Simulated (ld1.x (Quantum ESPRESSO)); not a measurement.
Reading a pseudo-wave (calcium)

Columns: radius, all-electron u(r) and pseudo u(r) of the 4p shell (level -1.23 eV) of calcium in the configuration [Ar] 3d0 4s2 4p0; BLYP, scalar-relativistic, TM semilocal scheme, ld1.x (Quantum ESPRESSO) 7.5.

```json
{"r (bohr)": "0.170", "all-electron": "0.0986", "pseudo": "0.0016"}
{"r (bohr)": "0.340", "all-electron": "0.0453", "pseudo": "0.0062"}
{"r (bohr)": "0.510", "all-electron": "-0.0633", "pseudo": "0.0139"}
{"r (bohr)": "0.680", "all-electron": "-0.1427", "pseudo": "0.0246"}
{"r (bohr)": "0.850", "all-electron": "-0.1762", "pseudo": "0.0379"}
{"r (bohr)": "1.020", "all-electron": "-0.1703", "pseudo": "0.0539"}
{"r (bohr)": "1.190", "all-electron": "-0.1375", "pseudo": "0.0722"}
{"r (bohr)": "1.360", "all-electron": "-0.0892", "pseudo": "0.0926"}
{"r (bohr)": "1.530", "all-electron": "-0.0333", "pseudo": "0.1150"}
{"r (bohr)": "1.700", "all-electron": "0.0248", "pseudo": "0.1393"}
{"r (bohr)": "1.870", "all-electron": "0.0818", "pseudo": "0.1652"}
{"r (bohr)": "2.040", "all-electron": "0.1358", "pseudo": "0.1927"}
{"r (bohr)": "2.210", "all-electron": "0.1858", "pseudo": "0.2216"}
{"r (bohr)": "2.380", "all-electron": "0.2310", "pseudo": "0.2513"}
{"r (bohr)": "2.550", "all-electron": "0.2714", "pseudo": "0.2815"}
{"r (bohr)": "2.720", "all-electron": "0.3071", "pseudo": "0.3112"}
{"r (bohr)": "2.890", "all-electron": "0.3382", "pseudo": "0.3394"}
{"r (bohr)": "3.060", "all-electron": "0.3649", "pseudo": "0.3651"}
{"r (bohr)": "3.230", "all-electron": "0.3874", "pseudo": "0.3875"}
{"r (bohr)": "3.400", "all-electron": "0.4062", "pseudo": "0.4062"}
{"r (bohr)": "3.570", "all-electron": "0.4212", "pseudo": "0.4212"}
{"r (bohr)": "3.740", "all-electron": "0.4330", "pseudo": "0.4330"}
{"r (bohr)": "3.910", "all-electron": "0.4416", "pseudo": "0.4416"}
{"r (bohr)": "4.080", "all-electron": "0.4474", "pseudo": "0.4474"}
{"r (bohr)": "4.250", "all-electron": "0.4508", "pseudo": "0.4508"}
{"r (bohr)": "4.420", "all-electron": "0.4519", "pseudo": "0.4519"}
```

Question: How many radial nodes do the two functions have?

Answer: The all-electron 4p function has n − l − 1 = 2; the pseudo-wave has 0, since the states of the same l below it are removed with the core.

Question: At about which radius was the pseudo-wave matched?

Answer: 3.40 bohr. The columns agree to 0.0005 from 3.06 bohr on; several derivatives are matched, so the curves merge somewhat inside the radius.

Question: Is the pseudo-wave norm-conserving?

Answer: Yes: the TM semilocal scheme keeps the norm inside the radius equal to the all-electron one, which fixes the energy derivative of the logarithmic derivative at the level.
